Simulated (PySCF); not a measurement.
Input file for PySCF: R-B3LYP/6-31G* on BrGeHO (SMILES [OH][Ge][Br]), a point of a torsion scan.

```python
from pyscf import gto, scf, dft, mp
from pyscf.data.elements import chemcore

mol = gto.M(
    atom='''
    O    -1.01580414    0.21833648    0.19054418
    Ge    0.57302817    0.88236682   -0.18117880
    Br    0.04254419    3.14187357    0.26692963
    H    -1.53772097   -0.52235788   -0.09753692
    ''',
    basis='6-31g*',
    cart=True,
    charge=0, spin=0, verbose=3, max_memory=1800)
mf = dft.RKS(mol, xc='b3lyp')
mf.conv_tol = 1e-8
mf.max_cycle = 100
mf.kernel()
if not mf.converged:
    mf = mf.newton().run(mf.mo_coeff, mf.mo_occ)
```

### Question
Give the final energy of this run.

### Answer
-4726.5341 hartree.
